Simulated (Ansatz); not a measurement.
Compare A (`COC(F)[SeH]`) with its isomer B (`OC[Se]CF`).

Calculated with Ansatz (gas phase, PBE0-D4/def2-TZVP geometries, no zero-point term in ΔE). CCSD(T)/CBS is the MP2 limit (def2-TZVPP, def2-QZVPP) plus CCSD(T) − MP2 in def2-TZVPP, frozen cores. DFT in def2-TZVPP. For Se outer-core shells are correlated without core-valence functions, which leaves a few kJ/mol of doubt a bond. Scalar relativity is left out up to krypton. Each species was taken in one conformer, which may not be the lowest.

Question: Which is lower in electronic energy at CCSD(T)/CBS, and by how much? (An estimate is asked.)

Answer: Computed: B, by 4.6 kcal/mol.

Question: Give E(B) − E(A) in kcal/mol with r2SCAN-D4, B2PLYP, PBE0-D4, ωB97M-V, HF/def2-TZVPP, CCSD/def2-TZVPP, PBE-D4. (Best estimate.)

Answer: The calculation gave: r2SCAN-D4 -3.7, B2PLYP -3.9, PBE0-D4 -4.4, ωB97M-V -3.3, HF/def2-TZVPP -0.8, CCSD/def2-TZVPP -3.4, PBE-D4 -5.1. None reverses the order clearly.

Largest T1 diagnostic: 0.011.

In def2-TZVPP, CCSD(T) changes the Hartree–Fock value by −2.9 kcal/mol (the triples alone add −0.3 kcal/mol) and MP2 by −4.4 kcal/mol.
